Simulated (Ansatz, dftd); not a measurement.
System: Si2H4Cl, charge 0, doublet. Si2H4Cl (SMILES [SiH3][SiH]Cl, doublet).
B3LYP-D3(BJ)/def2-TZVP minimum from Ansatz (a program for electronic structure):
```xyz
7

Si    -1.6577    -0.8732     0.1435
Si     0.6583    -0.5308     0.2663
Cl     1.1298     1.3622    -0.4535
H     -2.0702    -0.7976    -1.2759
H     -1.9518    -2.2253     0.6759
H     -2.4065     0.1400     0.9275
H      1.2135    -0.6185     1.6441
```
Charge 0, spin multiplicity 2.

Quantity: atomisation energy (electronic, to ground-state atoms), in kcal/mol. Radicals and triplets start from unrestricted determinants; spin-orbit coupling is neglected. CBS(X,Y): correlation extrapolated as X^-3, Hartree-Fock from the larger set. A bracket is a step between two methods taken in the basis named. The functionals are non-relativistic, so their misses hold any scalar relativity. Double hybrids freeze cores in their MP2 part. '+ core + X2C': CCSD(T) terms for core correlation (cc-pwCVTZ, 1s frozen past Ne) and scalar relativity (cc-pVTZ-DK). For partners of very few electrons the exact lower level stands in for a higher one.

Compared with CCSD(T)/CBS(cc-pV(T+d)Z,cc-pV(Q+d)Z) + [CCSDT(Q) - CCSD(T)]/cc-pV(D+d)Z + core + X2C (Ansatz): 457.5 kcal/mol.

Task: Rank these levels by how close they come to it, closest first: CAM-B3LYP-D4/def2-TZVPD (Ansatz + dftd4); r2SCAN-D4/def2-TZVPD (Ansatz + dftd4); B2GP-PLYP-D3(BJ)/def2-TZVPD (Ansatz + dftd3).

Result: CAM-B3LYP-D4/def2-TZVPD (456.4 kcal/mol, difference -1.1), r2SCAN-D4/def2-TZVPD (461.3 kcal/mol, difference 3.8), B2GP-PLYP-D3(BJ)/def2-TZVPD (451.1 kcal/mol, difference -6.4)
